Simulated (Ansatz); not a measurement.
`F[Si](F)(F)[Si](F)(F)F` + CH₃SH → `CS[Si](F)(F)F` + `F[SiH](F)F` at 500 K and 1 bar (cleavage of the Si–Si bond).

Gas-phase electronic energies from Ansatz, PBE0-D4/def2-TZVP geometries. CBS: MP2 limit from def2 TZ/QZ plus the TZ coupled-cluster correction, frozen cores. This one scheme is used for every species. Each species was taken in one conformer, which may not be the lowest.

```
                 species  CCSD(T)/CBS energy (Eh)  H − E (kJ/mol)  S (J/(mol·K))
`F[Si](F)(F)[Si](F)(F)F`              -1177.33693           108.1          470.8
                   CH₃SH               -438.22835           145.1          283.7
         `CS[Si](F)(F)F`              -1026.33397           177.4          435.0
            `F[SiH](F)F`               -589.26725            75.7          315.5
```

H − E and S are ideal-gas, rigid-rotor, harmonic terms from PBE0-D4/def2-TZVP, for one conformer and one mirror image of each species. 1 Eh = 2625.50 kJ/mol, R = 8.31446 J/(mol·K).

**Question.** By hand: ΔE, ΔH, ΔS and ΔG.

**Answer.** ΔE = (-1026.33397) + (-589.26725) − (-1177.33693) − (-438.22835) = -0.03594 Eh = -94.4 kJ/mol. Δ(H − E) = 177.4 + 75.7 − 108.1 − 145.1 = -0.1, so ΔH = -94.5 kJ/mol. ΔS = 435.0 + 315.5 − 470.8 − 283.7 = -4.0 J/(mol·K). ΔG = -94.5 − 500 × (-4.0)/1000 = -92.5 kJ/mol.

**Question.** By hand: the equilibrium constant, and the temperature at which ΔG would vanish if ΔH and ΔS stayed fixed.

**Answer.** log₁₀ K = −ΔG/(RT ln 10) = 9.7. ΔG = 0 at ΔH/ΔS = 23625 K, far beyond where these terms or the molecules hold.

The number of gas molecules stays the same, so ΔS is small and ΔH decides. A doubt of 5 kJ/mol in ΔE shifts log₁₀ K by 0.5 here. Other conformers and mirror images would add mixing entropy, several J/(mol·K) or more a flexible species. Modes under 60 cm⁻¹, often nearly free rotors, make the harmonic entropy too high. These are equilibria of isolated gas molecules and say nothing of rates. Largest T1 diagnostic: 0.013 (customary marks: 0.02 for closed shells, 0.045 for open ones).
